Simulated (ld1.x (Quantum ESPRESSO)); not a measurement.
**Before and after: TM potential for indium (In)**

```
Element                 : indium (In)
Generator               : ld1.x (Quantum ESPRESSO) 7.5
Type                    : norm-conserving Troullier–Martins (Kleinman–Bylander form)
Functional              : LDA (PZ)
Relativity              : fully relativistic
Frozen core             : [Kr]
Valence charge          : 13
Reference configuration : 4d10 5s2 5p0 (charge +1)
Partial waves           : 5p (bound, empty): rc 2.00 bohr; 4d (bound): rc 1.75 bohr; 5s (bound): rc 1.95 bohr
Local potential         : the s channel
Core correction         : none
```

Open shells are filled in proportion to 2j + 1 (rel_dist='average').

Change: wave 5s (bound): rc 1.95 bohr becomes 5s (bound): rc 1.60 bohr.

Cutoffs: the cutoffs (Ry, on a coarse ladder) from which the occupation-weighted sum of valence levels, in a spherical-Bessel basis at the reference potential, stays within 10 and 1 mRy of its value at 400 Ry; they do not see the model core or the augmentation charge, which bear on the density cutoff. Errors are all-electron minus pseudo energies relative to the spin-unpolarised reference configuration.

Task: How do hardness, ghosts and transferability respond?

Result: The potential gets harder (70 Ry and 120 Ry → 70 Ry and 140 Ry); a bound ghost appears in p, which as a rule spoils a file; of the 7 tests that both files solve, the error grows in 5 and shrinks in 2 by more than 15 % and 0.3 meV (median size 3.3 → 10.7 meV); the range in which the s phases agree narrows (upper end 3.0 → 0.2). A smaller radius makes the pseudo-wave follow the all-electron one further in, where it bends more sharply, so more plane waves are needed.

```csv
quantity,base,changed
"cutoff, loose",70 Ry,70 Ry
"cutoff, tight",120 Ry,140 Ry
loose cutoff by channel (10 mRy a level),"d 60 Ry, s 10 Ry","d 60 Ry, s 30 Ry"
bound ghosts,none,p1/2
"error for 4d10 5s2 5p1, meV [ΔE -5.61 eV]",+1.0,+0.7
"error for 4d10 5s1 5p0, meV [ΔE 19.66 eV]",+3.3,+11
"error for 4d10 5s0 5p0, meV [ΔE 48.40 eV]",+15,+39
"error for 4d9 5s2 5p1, meV [ΔE 19.61 eV]",-212,-101
"error for 4d10 5s1 5p1, meV [ΔE 6.68 eV]",+0.7,+2.5
"error for 4d9 5s0 5p0, meV [ΔE 105.01 eV]",-125,-175
"error for 4d10 5s0 5p3, meV [ΔE 6.53 eV]",+0.7,+3.5
s: phases at 2.20 bohr within 0.05 rad from the reference energy up to (Ry; the scan ends near 5),3.0,0.2
p1/2: phases at 2.20 bohr within 0.05 rad from the reference energy up to (Ry; the scan ends near 5),to the end of the scan,to the end of the scan
p3/2: phases at 2.20 bohr within 0.05 rad from the reference energy up to (Ry; the scan ends near 5),4.6,to the end of the scan
d3/2: phases at 2.20 bohr within 0.05 rad from the reference energy up to (Ry; the scan ends near 5),0.1,0.3
d5/2: phases at 2.20 bohr within 0.05 rad from the reference energy up to (Ry; the scan ends near 5),0.2,0.4
```

 A true bound ghost makes a file unfit for plane-wave use even where its test errors are small: the radial tests pick states by their node count and pass the ghost by.
